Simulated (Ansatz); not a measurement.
`C[SiH2][SiH](Cl)Cl` + `CCC(C)O` → `C[SiH2][SiH](C)Cl` + `CCC(O)Cl`  (formal exchange of groups at the Si–Cl bond)

Gas-phase electronic energies from Ansatz, PBE0-D4/def2-TZVP geometries. CCSD(T)/CBS is the MP2 limit (def2-TZVPP, def2-QZVPP) plus CCSD(T) − MP2 in def2-TZVPP, frozen cores. DFT in def2-TZVPP. B3LYP here is the variant with VWN-RPA as its local correlation; programs differ in this. Each species was taken in one conformer, which may not be the lowest.

`C[SiH2][SiH](Cl)Cl`:

Z-matrix (Å, degrees):
```
C
Si 1 1.870
H 1 1.092 2 110.5
H 1 1.092 2 110.5 3 119.8
H 1 1.092 2 110.7 3 -120.1
Si 2 2.337 1 109.1 3 -59.9
H 2 1.489 1 111.7 3 -179.0
H 2 1.489 1 111.7 3 59.2
Cl 6 2.059 2 108.7 1 58.9
Cl 6 2.059 2 108.7 1 -59.1
H 6 1.481 2 117.0 1 179.9
```

`CCC(C)O`:

```xyz
15

C     1.776   -0.258    0.700
C     0.263   -0.388    0.693
C    -0.388    0.128   -0.583
C    -1.891   -0.027   -0.557
O    -0.128    1.508   -0.788
H     2.208   -0.694    1.603
H     2.223   -0.768   -0.159
H     2.094    0.789    0.676
H    -0.165    0.157    1.542
H    -0.015   -1.440    0.816
H     0.014   -0.448   -1.433
H    -2.313    0.541    0.276
H    -2.169   -1.077   -0.438
H    -2.329    0.348   -1.483
H     0.821    1.629   -0.865
```

`C[SiH2][SiH](C)Cl`:

Cartesian coordinates in Å:
```
C -0.920 2.156 0.984
Si -1.107 0.488 0.153
Si 0.983 -0.437 -0.355
C 0.909 -2.196 -0.967
Cl 2.094 -0.391 1.401
H -0.316 2.062 1.889
H -1.894 2.566 1.260
H -0.426 2.867 0.318
H -1.898 0.609 -1.108
H -1.828 -0.467 1.042
H 1.725 0.410 -1.328
H 0.357 -2.241 -1.910
H 0.405 -2.838 -0.242
H 1.915 -2.587 -1.137
```

`CCC(O)Cl`:

Z-matrix (Å, degrees):
```
C
C 1 1.516
H 1 1.094 2 111.3
H 1 1.091 2 110.5 3 119.5
H 1 1.091 2 111.2 3 -120.4
C 2 1.506 1 114.1 3 57.4
H 2 1.095 1 110.4 3 -61.7
H 2 1.093 1 111.3 3 179.8
Cl 6 1.827 2 110.4 1 63.3
O 6 1.376 2 108.9 1 -175.5
H 6 1.094 2 111.8 1 -50.6
H 10 0.962 6 109.1 2 178.1
```

(1) Is it downhill or uphill in electronic energy at CCSD(T)/CBS, and by how much? (An estimate is asked.)

(2) What do these levels give: PBE-D4, r2SCAN-D4, PBE0-D4, B3LYP-D4, PBE0, B3LYP, HF/def2-TZVPP, MP2/def2-TZVPP, CCSD(T)/def2-TZVPP, MP2/def2-QZVPP, HF/CBS(def2), CCSD/CBS(def2)? (Estimate.)

Largest T1 diagnostic among the species: 0.010.

Answers

(1) Ansatz gave: Uphill: ΔE = +1.03 eV.

(2) The calculation gave: PBE-D4 0.91, r2SCAN-D4 0.96, PBE0-D4 0.97, B3LYP-D4 0.98, PBE0 0.97, B3LYP 0.97, HF/def2-TZVPP 1.09, MP2/def2-TZVPP 1.05, CCSD(T)/def2-TZVPP 1.02, MP2/def2-QZVPP 1.06, HF/CBS(def2) 1.10, CCSD/CBS(def2) 1.06 eV.

In def2-TZVPP, CCSD(T) changes the Hartree–Fock value by −0.07 eV (the triples alone add −0.03 eV) and MP2 by −0.04 eV. From PBE to PBE0 (25 % exact exchange), in def2-TZVPP and without D4, ΔE moves by +0.06 eV.
